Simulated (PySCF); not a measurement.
Species: C8H9B.
SMILES with atom numbers: `[CH2:1]=[CH:2][C:3]1=[CH:4][CH:5]=[CH:6][BH:7][CH:8]=[CH:9]1` (hydrogens: H10, H11 on C1; H12 on C2; H13 on C4; H14 on C5; H15 on C6; H16 on B7; H17 on C8; H18 on C9)

The calculation used PySCF 2.14.0, PBE0-D3(BJ)/def2-SVP geometry optimisation, gas phase.

Q: What internal coordinates does the optimisation give?

A: 
| bond | length (Å) |
| --- | --- |
| C1=C2 | 1.339 |
| C2–C3 | 1.474 |
| C3=C4 | 1.387 |
| C4–C5 | 1.417 |
| C5=C6 | 1.375 |
| C6–B7 | 1.524 |
| B7–C8 | 1.529 |
| C8=C9 | 1.371 |
| C3–C9 | 1.432 |
| C1–H10 | 1.093 |
| C1–H11 | 1.092 |
| C2–H12 | 1.096 |
| C4–H13 | 1.096 |
| C5–H14 | 1.098 |
| C6–H15 | 1.097 |
| B7–H16 | 1.214 |
| C8–H17 | 1.098 |
| C9–H18 | 1.095 |

A selection of angles:
| angle | degrees |
| --- | --- |
| C1–C2–C3 | 128.3 |
| C2–C3–C4 | 115.2 |
| C2–C3–C9 | 118.4 |
| C4–C3–C9 | 126.4 |
| C3–C4–C5 | 132.0 |
| C4–C5–C6 | 130.2 |
| C5–C6–B7 | 127.8 |
| C6–B7–C8 | 123.2 |
| B7–C8–C9 | 130.0 |
| C3–C9–C8 | 130.4 |

Dihedral angles: C1–C2–C3–C4 -175° (antiperiplanar); C2–C3–C4–C5 179° (antiperiplanar); C3–C4–C5–C6 -1° (synperiplanar); C4–C5–C6–B7 1° (synperiplanar); C5–C6–B7–C8 1° (synperiplanar); C6–B7–C8–C9 -2° (synperiplanar); B7–C8–C9–C3 0° (synperiplanar); C2–C3–C9–C8 -178° (antiperiplanar). The mirror-image conformer, all signs reversed, is as good.

Of the pairs four or more bonds apart, H10···H18 is among the closest relative to their van der Waals radii: 1.98 Å, 83 % of the sum of Bondi's values. The C–C distances run from 1.339 Å (C1=C2, drawn double) to 1.474 Å (C2–C3, drawn single), a spread of 0.135 Å. The 7-membered ring C3–C4–C5–C6–B7–C8–C9 has internal angles of 123.2° to 132.0° (sum 900°, against 900° for a flat polygon); it is planar, 0.01 Å rms from its mean plane, widest ring torsion 2°. B7 (ring boron) is planar (angles 123.2°, 118.6° and 118.2°, sum 360.0°, 0.01 Å off the plane of its three neighbours).

Point group: near Cs, missed by 0.26 Å at most; the miss may be what the optimiser left on a soft mode. No PBE0-D3(BJ)/def2-SVP frequencies stand behind this structure, so it isn't proved a minimum. One conformer, not necessarily the lowest.
